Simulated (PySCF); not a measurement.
Computed IR spectrum (relative IR intensity) of a molecule CH9GeN3. Geometry optimised at PBE0-D3(BJ)/def2-SVP. The values are those of a single conformer. Computed with PBE0-D3(BJ)/def2-SVP (PySCF). Frequencies are harmonic and unscaled.

```json
[
 {"ν (cm⁻¹)": "210", "relative intensity": "2.4"},
 {"ν (cm⁻¹)": "268", "relative intensity": "20"},
 {"ν (cm⁻¹)": "280", "relative intensity": "4.5"},
 {"ν (cm⁻¹)": "404", "relative intensity": "53"},
 {"ν (cm⁻¹)": "477", "relative intensity": "100"},
 {"ν (cm⁻¹)": "537", "relative intensity": "8.8"},
 {"ν (cm⁻¹)": "615", "relative intensity": "4.1"},
 {"ν (cm⁻¹)": "680", "relative intensity": "18"},
 {"ν (cm⁻¹)": "692", "relative intensity": "16"},
 {"ν (cm⁻¹)": "720", "relative intensity": "19"},
 {"ν (cm⁻¹)": "748", "relative intensity": "4.9"},
 {"ν (cm⁻¹)": "776", "relative intensity": "9.6"},
 {"ν (cm⁻¹)": "851", "relative intensity": "13"},
 {"ν (cm⁻¹)": "878", "relative intensity": "3.8"},
 {"ν (cm⁻¹)": "893", "relative intensity": "18"},
 {"ν (cm⁻¹)": "1255", "relative intensity": "6.5"},
 {"ν (cm⁻¹)": "1432", "relative intensity": "2.5"},
 {"ν (cm⁻¹)": "1526", "relative intensity": "8.8"},
 {"ν (cm⁻¹)": "1549", "relative intensity": "3.0"},
 {"ν (cm⁻¹)": "1551", "relative intensity": "14"},
 {"ν (cm⁻¹)": "3571", "relative intensity": "3.6"},
 {"ν (cm⁻¹)": "3601", "relative intensity": "4.1"},
 {"ν (cm⁻¹)": "3671", "relative intensity": "5.7"},
 {"ν (cm⁻¹)": "3713", "relative intensity": "7.0"}
]
```

Pick the molecule that these values belong to.
A) [CH3][Ge]([NH2])([NH2])[NH2]
B) C[NH][GeH]([NH2])[NH2]
C) N[CH2][GeH]([NH2])[NH2]

A, [CH3][Ge]([NH2])([NH2])[NH2]
